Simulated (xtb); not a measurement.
Cu2 (SMILES [Cu][Cu]), singlet, geometry from GFN2-xTB (such geometries of metal compounds can be far from the true shape), atoms displaced at random by about 0.02 Å a coordinate. Base run: GFN2-xTB (xtb).

Here is a job for xtb.
```
$ xtb mol.xyz --gfn 2 --opt --json

# file mol.xyz
2

Cu     0.01726602     0.00498408    -1.15415078
Cu    -0.01612881     0.01588131     1.10738094
```

The base run was repeated with changes; each row names its change, and settings that it needs were set with it.

| change | ΔE vs base (µEh) | optimiser steps |
|---|---|---|
| base | 0.0 | 4 |
| opt level = extreme | 0.0 | 6 |
| alpb = benzene | -2864 | 4 |
| engine = lbfgs | 0.0 | - |
| engine = inertial | 0.3 | - |
| opt level = sloppy | 0.2 | 3 |
| opt level = loose | 0.0 | 4 |
| opt level = lax | 0.0 | 4 |
| opt level = tight | 0.0 | 4 |
| alpb = methanol | -4295 | 4 |
